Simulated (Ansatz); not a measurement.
Geometry optimisation, Ansatz, RKS PBE0/STO-3G.

The input (input.yaml):

```yaml
crystal:
  periodic: [false, false, false]
  atoms:
    - { symbol: Si, position_ang: [0.0, 0.0, 0.0] }
    - { symbol: Si, position_ang: [0.0, 0.0, 2.22] }
    - { symbol: H, position_ang: [-1.3148, -0.4067, 2.7074] }
    - { symbol: H, position_ang: [1.0096, -0.9353, 2.7074] }
    - { symbol: H, position_ang: [0.3052, 1.342, 2.7074] }
    - { symbol: "N", position_ang: [1.7163, 0.0, -0.6061] }
    - { symbol: H, position_ang: [2.2145, -0.918, -0.7868] }
    - { symbol: H, position_ang: [2.2175, 0.918, -0.7783] }
    - { symbol: "N", position_ang: [-0.8572, 1.4851, -0.6061] }
    - { symbol: H, position_ang: [-1.8773, 1.43, -0.8888] }
    - { symbol: H, position_ang: [-0.3367, 2.4058, -0.6766] }
    - { symbol: "N", position_ang: [-0.8572, -1.4851, -0.6061] }
    - { symbol: H, position_ang: [-1.3922, -2.1014, 0.0704] }
    - { symbol: H, position_ang: [-0.8219, -1.7344, -1.6357] }
basis:
  gaussian: { orbitals: STO-3G }
hamiltonian:
  xc: pbe0
relax:
  f_tol: 0.02
  max_steps: 40
```

Command:

```bash
$ ansatz run input.yaml --threads 1 --pin off --max-ram 2048MiB --backend cpu --events-out ev --progress --plain --runs-dir out
```

**Question.** Where does it end, and by what steps?

**Answer.** The forces met the threshold. The force dipped under the threshold on the way, but the program's further checks kept it going. Limits of this set-up: minimal basis. After 20 steps the energy has fallen by 1.216 eV; H8 moved furthest, 1.12 Å.

```csv
step,energy less start (eV),largest force component (eV/Å),accepted
0,0.0000,2.937,yes
1,-0.6896,1.885,yes
2,-0.8213,0.296,yes
3,-0.8654,0.243,yes
4,-0.9301,0.346,yes
5,-0.9560,1.736,yes
6,-1.1217,1.078,yes
7,-1.1818,0.360,yes
8,-1.1945,0.939,yes
9,-1.2113,0.090,yes
10,-1.2114,0.165,yes
11,-1.2118,0.161,yes
12,-1.2074,0.187,no
13,-1.2148,0.030,yes
14,-1.2145,0.213,no
15,-1.2146,0.077,no
16,-1.2156,0.027,yes
17,-1.2153,0.181,no
18,-1.2161,0.010,yes
19,-1.2163,0.023,yes
20,-1.2163,0.016,yes
```

```xyz
14
Properties=species:S:1:pos:R:3
Si 0.051 0.012 -0.020
Si -0.028 -0.062 2.242
H -1.317 -0.527 2.698
H 0.976 -0.951 2.777
H 0.184 1.247 2.811
N 1.726 0.285 -0.522
H 2.330 -0.507 -0.203
H 1.791 0.241 -1.566
N -0.800 1.322 -0.867
H -1.733 1.518 -0.436
H -0.272 2.218 -0.746
N -0.575 -1.531 -0.624
H -1.429 -1.833 -0.102
H -0.898 -1.433 -1.613
```

Whether the end is a true minimum wasn't checked by a vibrational analysis.

The run took 53 s on 1 thread of Arm Neoverse V2, on a shared host, peak memory 0.11 GiB.
